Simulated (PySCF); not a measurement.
# SI₃⁺: one-bond stretch

All numbers come from PySCF, PBE0, basis S def2-SVP, I def2-SVP with ECP28 (scalar-relativistic core potentials, no spin–orbit coupling, density fitting).

Rigid scan from the singlet minimum (S–I 2.426 Å (×3); I–S–I 107.2° (×3)). Coordinate: the bond from S to the last atom (I) scaled, the rest fixed. Energies in kJ/mol from the minimum.

(1) Predict the curve at 0.92, 0.96, 1.00, 1.05, 1.12, 1.20, 1.35, 1.55, 1.80, 2.20.

Results:

(1) 
| scale of one bond | E (kJ/mol) | dipole size (D, about the centre of mass) |
| --- | --- | --- |
| 0.92 | 24.0 | 0.75 |
| 0.96 | 5.1 | 0.39 |
| 1.00 | 0.0 | 0.15 |
| 1.05 | 5.6 | 0.44 |
| 1.12 | 25.3 | 0.94 |
| 1.20 | 54.2 | 1.40 |
| 1.35 | 107.2 | 1.91 |
| 1.55 | 158.9 | – |
| 1.80 | 192.8 | – |
| 2.20 | 208.8 | – |

At long bonds a restricted determinant can lie too high, and another spin state can fall below this curve.

The scan took 52 s on 2 threads of a shared Arm Neoverse V2 host; the process peaked at 1.1 GiB. Launch command: `OMP_NUM_THREADS=2 python axn.py task.json out`.
